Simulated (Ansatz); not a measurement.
Ansatz (an electronic-structure program) input file for MoCl4H2, SMILES [Cl][MoH2]([Cl])([Cl])[Cl], multiplicity 1, B3LYP-D3(BJ)/def2-SVP. 

Ansatz 0.2 input:
```yaml
crystal:
  periodic: [false, false, false]
  atoms:
    - {symbol: Mo, position_ang: [0.00000000, -0.00000000, 0.34938858]}
    - {symbol: Cl, position_ang: [0.00000001, -2.25779846, 0.41357452]}
    - {symbol: Cl, position_ang: [1.81075639, 0.00000001, -0.93845892]}
    - {symbol: Cl, position_ang: [-1.81075639, -0.00000001, -0.93845891]}
    - {symbol: Cl, position_ang: [-0.00000001, 2.25779847, 0.41357452]}
    - {symbol: H, position_ang: [1.04481319, 0.00000001, 1.58587449]}
    - {symbol: H, position_ang: [-1.04481319, -0.00000000, 1.58587450]}
basis:
  gaussian:
    orbitals: def2-SVP
hamiltonian:
  xc: b3lyp
  dispersion: d3bj
relax: {f_tol: 0.002, max_steps: 200}
```

It prints:

```
Functional definition: B3LYP
integrals: 0.07 GiB planned
1160 factors; integrals over basis functions are off by at most 2.6e-4 eV
mean field: 0.67 GiB planned
mean field evaluation 1: about -51965.7241 eV, gradient 2.2e1 eV
mean field evaluation 2: about -51956.9671 eV, gradient 6.8e1 eV
mean field evaluation 4: about -51967.0048 eV, gradient 4.0e0 eV
mean field evaluation 8: about -51967.1085 eV, gradient 6.7e-2 eV
mean field evaluation 16: about -51967.1086 eV, gradient 1.7e-5 eV
mean field -51967.10855834 eV, -1909.7560149477 hartree, gradient 9.8e-6 eV, S^2 0.000000; 0 other end points of the search recorded, 0 dependent functions left out
the calculation of the forces begins
reference -51967.10887769 eV, -1909.7560266834 hartree; 42, 42 occupied and 71, 71 virtual orbitals, 1160 factors
relax step   1: F+E_penalty+E_count = -51967.79431217 eV  Δ(F+E_penalty+E_count) = +0.000e0 eV  max|allowed force component| = 4.319e0 eV/Å  Δτ_max = 0.0000 Å  (33 SCF iters, accepted)
these checks for a lower state are left out or cut short: starts, cluster_reference, orbital_swaps, neighbouring_geometries, increment
integrals: 0.07 GiB planned
1160 factors; integrals over basis functions are off by at most 7.5e-4 eV
mean field: 0.66 GiB planned
mean field -51968.08159062 eV, -1909.7917732243 hartree, gradient 9.8e-6 eV, S^2 0.000000; 0 other end points of the search recorded, 0 dependent functions left out
the calculation of the forces begins
reference -51968.08191436 eV, -1909.7917851216 hartree; 42, 42 occupied and 71, 71 virtual orbitals, 1160 factors
relax step   2: F+E_penalty+E_count = -51968.73777875 eV  Δ(F+E_penalty+E_count) = -9.435e-1 eV  max|allowed force component| = 1.205e0 eV/Å  Δτ_max = 0.1946 Å  (42 SCF iters, accepted)
these checks for a lower state are left out or cut short: starts, cluster_reference, orbital_swaps, neighbouring_geometries, increment
integrals: 0.07 GiB planned
1160 factors; integrals over basis functions are off by at most 1.3e-3 eV
mean field: 0.66 GiB planned
mean field evaluation 32: about -51968.3706 eV, gradient 1.3e-2 eV
mean field -51968.37058460 eV, -1909.8023935574 hartree, gradient 2.3e-5 eV, S^2 0.000000; 0 other end points of the search recorded, 0 dependent functions left out
the calculation of the forces begins
reference -51968.37090493 eV, -1909.8024053292 hartree; 42, 42 occupied and 71, 71 virtual orbitals, 1160 factors
relax step   3: F+E_penalty+E_count = -51969.02636358 eV  Δ(F+E_penalty+E_count) = -2.886e-1 eV  max|allowed force component| = 5.705e-1 eV/Å  Δτ_max = 0.1574 Å  (36 SCF iters, accepted)
these checks for a lower state are left out or cut short: starts, cluster_reference, orbital_swaps, neighbouring_geometries, increment
integrals: 0.07 GiB planned
1160 factors; integrals over basis functions are off by at most 1.4e-3 eV
mean field: 0.66 GiB planned
mean field -51968.42772702 eV, -1909.8044935023 hartree, gradient 1.2e-5 eV, S^2 0.000000; 0 other end points of the search recorded, 0 dependent functions left out
the calculation of the forces begins
reference -51968.42804474 eV, -1909.8045051786 hartree; 42, 42 occupied and 71, 71 virtual orbitals, 1160 factors
relax step   4: F+E_penalty+E_count = -51969.08509443 eV  Δ(F+E_penalty+E_count) = -5.873e-2 eV  max|allowed force component| = 9.583e-2 eV/Å  Δτ_max = 0.1649 Å  (38 SCF iters, accepted)
these checks for a lower state are left out or cut short: starts, cluster_reference, orbital_swaps, neighbouring_geometries, increment
integrals: 0.07 GiB planned
1160 factors; integrals over basis functions are off by at most 1.5e-3 eV
mean field: 0.67 GiB planned
mean field -51968.42810384 eV, -1909.8045073505 hartree, gradient 2.6e-5 eV, S^2 0.000000; 0 other end points of the search recorded, 0 dependent functions left out
the calculation of the forces begins
reference -51968.42842173 eV, -1909.8045190328 hartree; 42, 42 occupied and 71, 71 virtual orbitals, 1160 factors
relax step   5: F+E_penalty+E_count = -51969.08638861 eV  Δ(F+E_penalty+E_count) = -1.294e-3 eV  max|allowed force component| = 1.160e-2 eV/Å  Δτ_max = 0.0123 Å  (38 SCF iters, accepted)
these checks for a lower state are left out or cut short: starts, cluster_reference, orbital_swaps, neighbouring_geometries, increment
integrals: 0.07 GiB planned
1160 factors; integrals over basis functions are off by at most 1.5e-3 eV
mean field: 0.66 GiB planned
mean field -51968.42810354 eV, -1909.8045073393 hartree, gradient 7.7e-5 eV, S^2 0.000000; 0 other end points of the search recorded, 0 dependent functions left out
the calculation of the forces begins
reference -51968.42842145 eV, -1909.8045190222 hartree; 42, 42 occupied and 71, 71 virtual orbitals, 1160 factors
relax step   6: F+E_penalty+E_count = -51969.08642849 eV  Δ(F+E_penalty+E_count) = -3.988e-5 eV  max|allowed force component| = 4.584e-3 eV/Å  Δτ_max = 0.0028 Å  (26 SCF iters, accepted)
these checks for a lower state are left out or cut short: starts, cluster_reference, orbital_swaps, neighbouring_geometries, increment
integrals: 0.07 GiB planned
1160 factors; integrals over basis functions are off by at most 1.4e-3 eV
mean field: 0.66 GiB planned
mean field -51968.42809260 eV, -1909.8045069372 hartree, gradient 1.4e-5 eV, S^2 0.000000; 0 other end points of the search recorded, 0 dependent functions left out
the calculation of the forces begins
reference -51968.42841050 eV, -1909.8045186201 hartree; 42, 42 occupied and 71, 71 virtual orbitals, 1160 factors
relax step   7: F+E_penalty+E_count = -51969.08642902 eV  Δ(F+E_penalty+E_count) = -5.247e-7 eV  max|allowed force component| = 5.677e-4 eV/Å  Δτ_max = 0.0002 Å  (26 SCF iters, accepted)
integrals: 0.07 GiB planned
1160 factors; integrals over basis functions are off by at most 1.4e-3 eV
mean field: 0.66 GiB planned
mean field evaluation 64: about -51966.7077 eV, gradient 2.6e1 eV
mean field -51968.42809260 eV, -1909.8045069372 hartree, gradient 1.4e-5 eV, S^2 0.000000; 1 other end points of the search recorded, 0 dependent functions left out
the calculation of the forces begins
reference -51968.42841050 eV, -1909.8045186201 hartree; 42, 42 occupied and 71, 71 virtual orbitals, 1160 factors
Total energy: -51969.08674693 eV, -1909.8287120374 hartree
Atom 0 at    -0.000000     0.000000     0.050990 Å, force     0.000000     0.000000    -0.000568 eV/Å
Atom 1 at     0.000000    -2.238828     0.444808 Å, force    -0.000000     0.000143    -0.000007 eV/Å
Atom 2 at     2.187358     0.000000    -0.718607 Å, force    -0.000126    -0.000000     0.000148 eV/Å
Atom 3 at    -2.187358    -0.000000    -0.718607 Å, force     0.000126     0.000000     0.000148 eV/Å
Atom 4 at    -0.000000     2.238828     0.444808 Å, force    -0.000000    -0.000143    -0.000007 eV/Å
Atom 5 at     0.803881     0.000000     1.483988 Å, force     0.000052    -0.000000     0.000142 eV/Å
Atom 6 at    -0.803881    -0.000000     1.483988 Å, force    -0.000052     0.000000     0.000142 eV/Å
Dipole moment:     0.000000     0.000000     0.036481 e Å
```

The calculation finished and met its thresholds.
